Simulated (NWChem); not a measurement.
CH$_{5}$B; SMILES CB

```xyz
7

B     -0.0011    -0.8709    -0.0177
H      1.0281    -1.4845     0.0174
H     -1.0258    -1.4916     0.0199
C     -0.0021     0.6896    -0.0299
H      0.0392     0.9788     1.0380
H     -0.9112     1.1493    -0.4321
H      0.8810     1.1436    -0.4933
```
Atoms are numbered in this order, from 1.

All runs: NWChem. All runs use the structure optimised with B3LYP/6-31G* (spherical d). B3LYP is NWChem's, with the RPA form of VWN correlation. GIAO values for the isolated, static molecule; σ is the absolute isotropic shielding, δ = σ(reference) − σ with the isolated reference molecule computed at the same levels (11B: boron trifluoride, 13C: tetramethylsilane, 1H: tetramethylsilane).

For level PBE0/pcSseg-1:

```yaml
"δ B1 (ppm)": 79.3
"δ C4 (ppm)": 17.7
```

Estimate the same quantities for level B3LYP/IGLO-III.


| Item | Result |
|---|---|
| δ B1 (ppm) | 83.1 |
| δ C4 (ppm) | 16.5 |
